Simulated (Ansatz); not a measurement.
BaHO, SMILES [OH][Ba], multiplicity 2. Atoms are numbered in the order given.

```xyz
3

Ba     0.0000     0.0000     0.3096
O      0.0000     0.0000    -1.8752
H      0.0000     0.0000    -2.8316
```
Charge 0, spin multiplicity 2.

Geometry: PBE0-D3(BJ)/def2-TZVPD. The def2 effective core potentials stand for the cores of Ba; spin–orbit coupling is left out.

Two levels are set side by side: PBE-D3(BJ)/def2-TZVPD (Ansatz, a program for electronic structure) and PBE0-D3(BJ)/def2-TZVPD (Ansatz). Each level has its own optimised geometry; the coordinates shown are those of the second. Differences are taken from unrounded values.

| quantity | PBE0-D3(BJ) | PBE-D3(BJ) | PBE-D3(BJ) minus PBE0-D3(BJ) |
|---|---|---|---|
| mean bond length (Å) | 1.571 | 1.580 | 0.009 |
| bond Ba1–O2 (Å) | 2.185 | 2.192 | 0.008 |
| bond O2–H3 (Å) | 0.956 | 0.968 | 0.011 |

GGA bonds tend to be longer and softer than those of functionals with exact exchange. Differences between two approximate levels are no errors against the true value.
